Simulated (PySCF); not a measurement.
# Two-component Hartree-Fock for Ba(21+) (barium, charge +21)

Start: [Ar] 3d10 4s2 4p5; 4p1/2 filled at m_j = -1/2, +1/2; 4p3/2 filled at m_j = -1/2, +1/2, +3/2. Calculated with PySCF 2.14 in an even-tempered Gaussian basis (18 s from 1.4 bohr⁻², ratio 2.8; 14 p from 1.8 bohr⁻², ratio 2.8; 9 d from 3.2 bohr⁻², ratio 2.8; 4 f from 11 bohr⁻², ratio 3): generalised Hartree-Fock with the X2C-1e Hamiltonian and a Gaussian nucleus; spin-orbit coupling (SO) screened by Boettger's factors.

```csv
spinor shell,electrons,"ε, screened SO (eV)",weight of nominal j (screened SO),"rms radius, screened SO (bohr)"
1s1/2,2,-38213.9,1.000,0.0292
2s1/2,2,-6640.8,1.000,0.119
2p1/2,2,-6278.3,1.000,0.102
2p3/2,4,-5892.1,1.000,0.108
3s1/2,2,-1881.8,1.000,0.308
3p1/2,2,-1729.8,1.000,0.300
3p3/2,4,-1650.9,1.000,0.311
3d3/2,4,-1387.5,0.999,0.283
3d5/2,6,-1370.7,0.999,0.286
4s1/2,2,-763.55,1.000,0.661
4p1/2,2,-699.94,0.994,0.677
4p3/2,3,-679.52,0.996,0.699
```

```tsv
quantity	screened SO
E (hartree)	-7945.02029
M_J	3/2
⟨J²⟩	3.752
⟨L²⟩	2.023
⟨S²⟩	0.772
```

Each row is a mean over spinors that exchange with the open shell spreads, by up to 8.673 eV (4s1/2).

Breit and QED terms are absent; they matter most for the inner s and p1/2 levels.

Densities and radii are taken from the X2C orbitals without a picture-change correction, which distorts them close to the nucleus.
